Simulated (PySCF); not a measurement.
CdH3NO, SMILES [OH][Cd][NH2].

Coordinates come from a PBE0-D3(BJ)/def2-TZVP optimisation. The def2 effective core potentials stand for the cores of Cd; spin–orbit coupling is left out. One conformer was computed; it need not be the lowest.

These are TDDFT-M06-2X/def2-SVPD in PySCF values and carry that method's errors.

Vertical excitations.  State labels are in the subgroup Cs.

Computed excitation energies, oscillator strengths and character:
| state | symmetry | energy (eV) | λ (nm) | f | main pairs |
|---|---|---|---|---|---|
| S1 | A' | 5.05 | 245 | 0.054 | HOMO→LUMO 90 % |
| S2 | A" | 5.68 | 218 | 0.023 | HOMO−1→LUMO 90 % |
| S3 | A" | 6.02 | 206 | 0.018 | HOMO→LUMO+1 97 % |
| S4 | A' | 6.38 | 194 | 0.023 | HOMO→LUMO+2 75 %, HOMO−2→LUMO 16 % |
| S5 | A' | 6.61 | 187 | 0.125 | HOMO−2→LUMO 54 %, HOMO−1→LUMO+1 20 %, HOMO→LUMO+2 16 % |
| S6 | A" | 7.08 | 175 | 0.000 | HOMO−1→LUMO+2 92 % |
| S7 | A' | 7.26 | 171 | 0.006 | HOMO→LUMO+3 64 %, HOMO→LUMO+4 12 % |
| S8 | A' | 7.42 | 167 | 0.095 | HOMO−1→LUMO+1 44 %, HOMO−2→LUMO+2 28 %, HOMO−2→LUMO 14 % |
| S9 | A" | 7.45 | 166 | 0.019 | HOMO−2→LUMO+1 95 % |
| S10 | A' | 7.69 | 161 | 0.021 | HOMO−3→LUMO 43 %, HOMO−2→LUMO+2 27 %, HOMO−1→LUMO+1 12 % |
| T1 | A' | 4.52 | 274 | 0 | HOMO→LUMO 88 % |
| T2 | A" | 5.35 | 232 | 0 | HOMO−1→LUMO 87 % |
| T3 | A' | 5.79 | 214 | 0 | HOMO−2→LUMO 84 % |
| T4 | A' | 5.93 | 209 | 0 | HOMO→LUMO+2 88 % |
Triplets are in the Tamm–Dancoff approximation, which puts them higher than full response would, so one can lie above its singlet here.
